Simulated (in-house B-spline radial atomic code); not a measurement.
LDA exchange-only excitations of Ce V (Ce4+)

Method: LDA exchange-only. Computed with a B-spline radial code for spherical atoms: linear response of the closed shell [Kr] 4d10 5s2 5p6 with the functional's adiabatic kernel; scalar-relativistic (spin-free one-electron X2C), finite nucleus, no spin-orbit coupling, no double excitations, S, P, D and F terms only; shells from n = 3 respond. Only terms of natural parity with L up to 3 were computed.

Spin-orbit coupling is strong here, so these LS terms don't match observed levels.

Command:
```bash
python run_td.py task.json out
```
Settings (radii: box in bohr, nucleus in fm):
```
Z                        58
electrons                54
configuration            [Kr] 4d10 5s2 5p6
hamiltonian              x2c
method                   lda,
box_radius               19.1
rms_radius               4.8771
intervals                71
```

Cost of the run: 3.4 s on 1 thread of Arm Neoverse N1 (shared host).

The lowest states, in the order of their Tamm-Dancoff energies; the method's threshold (minus the highest occupied level) is 58.63 eV. Labels give the largest channel, * marks a mixed state, and oscillator strengths are full-response dipole values. Semilocal kernels can invert the small singlet-triplet splittings of Rydberg terms. Energies in eV:

| state | full response | Tamm-Dancoff | oscillator strength |
| --- | --- | --- | --- |
| 5p → 4f 3D | 12.020 | 12.075 | - |
| 5p → 4f 1D | ? | ? | - |
| 5p → 5d 3P | 22.739 | 22.813 | - |
| 5p → 5d 3F | 23.278 | 23.342 | - |
| 5p → 5d 1F | 25.067 | 25.102 | - |
| 5p → 6s 3P | ? | ? | - |

(1) Where does 5p → 6s 3P lie?

(2) Where does 5p → 4f 1D lie?

(3) How large is the singlet-triplet splitting of 5p → 4f (D terms) in Tamm-Dancoff?

(4) What polarisabilities and dispersion coefficient does the method give?

Results:

(1) At 29.719 eV in full response, 29.730 eV in Tamm-Dancoff.

(2) At 14.277 eV in full response, 14.438 eV in Tamm-Dancoff.

(3) 2.36 eV, from the unrounded values.

(4) Dipole 5.877 bohr³, quadrupole 19.38 bohr⁵, C6 33.27 hartree·bohr⁶ for two such species.
